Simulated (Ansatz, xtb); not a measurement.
Relative energy of two isomers of C2H9ClGe2

Structure I: `ClC[CH2][GeH2][GeH3]`, a singlet. Structure II: `C[CH2][Ge@H]([Cl])[GeH3]`, a singlet. Both are isolated molecules in the gas phase, relaxed with PBE0-D3(BJ)/def2-SVP, each in the lowest conformer that the search found.

**Question.** Estimate which is lower in electronic energy at CCSD(T)/def2-SVP + ΔMP2/def2-TZVPP, and by roughly how much.

**Answer.** The CCSD(T)/def2-SVP + ΔMP2/def2-TZVPP calculation puts structure II lower, by 139.5 kJ/mol.

Level by level:

```csv
level,geometry,E(II) − E(I) (kJ/mol),departure from the last row (kJ/mol),"job, with rough time for the two"
GFN2-xTB,GFN2-xTB,−146.5,−7.0,"optimisation, 0.36 s"
HF/STO-3G,GFN2-xTB,−165.1,−25.7,"single point, 1.7 s"
r2SCAN-D4/def2-SVP,GFN2-xTB,−144.1,−4.6,"single point, 6.6 s"
PBE0-D3(BJ)/def2-SVP,PBE0-D3(BJ)/def2-SVP,−142.0,−2.5,"optimisation, 2.2 min"
HF/def2-SVP,PBE0-D3(BJ)/def2-SVP,−152.5,−13.0,part of the CCSD(T) run
MP2/def2-SVP,PBE0-D3(BJ)/def2-SVP,−141.6,−2.2,part of the CCSD(T) run
CCSD(T)/def2-SVP,PBE0-D3(BJ)/def2-SVP,−136.9,+2.5,single point
CCSD(T)/def2-SVP + ΔMP2/def2-TZVPP,PBE0-D3(BJ)/def2-SVP,−139.5,,"single point, 2.8 min"
```

As drawn, II has 1 Cl–Ge, 1 C–H in place of 1 C–Cl, 1 Ge–H.

The levels shown agree on the order. The largest departure from CCSD(T)/def2-SVP + ΔMP2/def2-TZVPP is that of HF/STO-3G, 25.7 kJ/mol. A small imaginary or near-zero mode remains, so no thermal terms are given. The last row adds to CCSD(T) the change of the MP2 difference between the two basis sets, here −2.5 kJ/mol.

The correlated steps freeze 25 core orbitals; the filled d shell of Ge is correlated, in a basis made for valence electrons. Programs: Ansatz 0.2.0, xtb 6.7.1; the last row on 2 threads of Intel(R) Xeon(R) Processor @ 2.70GHz on a shared host.
